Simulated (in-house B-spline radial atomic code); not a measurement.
Whole-atom quantities along the 25-electron series, configuration [Ar] 3d7. Breit and QED terms are first order and not part of the total energy; the density at the nucleus is averaged over the nuclear charge. Computed with a radial B-spline atomic code at the basis-set limit: Dirac-Hartree-Fock, average of the configuration, finite nuclei.

```csv
ion,Z,E/Z² (Eh),Σ<r²> (bohr²),n(0)/Z³ (bohr⁻³),Lamb diamagnetic shielding (ppm),repulsion over attraction,Breit energy (eV),self-energy (eV),vacuum polarisation (eV),Dirac less non-relativistic energy (Eh)
Co2+,27,-1.9083,15.641,0.86272,2183.71,0.15579,14.424,10.567,-0.90707,-10.682
Ni3+,28,-1.9352,12.785,0.87969,2289.73,0.15283,16.328,11.995,-1.051,-12.488
Cu4+,29,-1.961,10.795,0.89596,2395.67,0.14971,18.402,13.554,-1.2117,-14.519
Zn5+,30,-1.9857,9.3044,0.91357,2501.7,0.14652,20.655,15.251,-1.3906,-16.797
Ga6+,31,-2.0094,8.1383,0.93154,2607.91,0.14333,23.092,17.094,-1.589,-19.34
Ge7+,32,-2.0322,7.1985,0.95006,2714.37,0.14018,25.722,19.09,-1.8084,-22.169
As8+,33,-2.0541,6.4246,0.97011,2821.13,0.13708,28.552,21.246,-2.0504,-25.307
Se9+,34,-2.0751,5.7767,0.99063,2928.23,0.13405,31.591,23.57,-2.3165,-28.774
```

Question: With what power of Z does the column «Breit energy (eV)» change over this range?

Answer: A fit of the logarithm of its size against log Z from Z = 27 to 34 has slope 3.40.
